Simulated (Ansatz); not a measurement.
Geometry optimisation, Ansatz, RKS r2SCAN-D4/def2-SVP.

Input file:

```yaml
crystal:
  periodic: [false, false, false]
  atoms:
    - { symbol: Ga, position_ang: [0.024899, 0.294347, -0.923593] }
    - { symbol: "N", position_ang: [1.583018, -0.165245, 1.742217] }
    - { symbol: H, position_ang: [0.614678, -0.487522, 1.783149] }
    - { symbol: H, position_ang: [1.570435, 0.854862, 1.709315] }
    - { symbol: H, position_ang: [1.999371, -0.502675, 0.853957] }
    - { symbol: H, position_ang: [-1.229001, 0.006232, 0.157655] }
basis:
  gaussian: { orbitals: def2-SVP }
hamiltonian:
  xc: r2scan
  dispersion: d4
relax:
  f_tol: 0.03
  max_steps: 50
```

Run as:

```bash
$ ansatz run input.yaml --threads 1 --pin off --max-ram 2048MiB --backend cpu --events-out ev --progress --plain --runs-dir out
```

Task: Where does it end, and by what steps?

Result: It converged. After 7 steps the energy has fallen by 0.053 eV; Ga1 moved furthest, 0.27 Å.

```tsv
step	energy less start (eV)	largest force component (eV/Å)	accepted
0	0.0000	0.779	yes
1	-0.0297	0.727	yes
2	-0.0351	0.214	yes
3	-0.0426	0.259	yes
4	-0.0511	0.113	yes
5	-0.0529	0.055	yes
6	-0.0516	0.101	no
7	-0.0533	0.023	yes
```

```xyz
6
Properties=species:S:1:pos:R:3
Ga 0.099 0.452 -0.722
N 1.484 -0.125 1.646
H 0.505 -0.401 1.682
H 1.604 0.879 1.552
H 2.012 -0.626 0.937
H -1.140 -0.179 0.229
```

Whether the end is a true minimum wasn't checked by a vibrational analysis.

Run time: 19 s on 1 thread of Arm Neoverse V2 (shared host), peak memory 0.12 GiB.
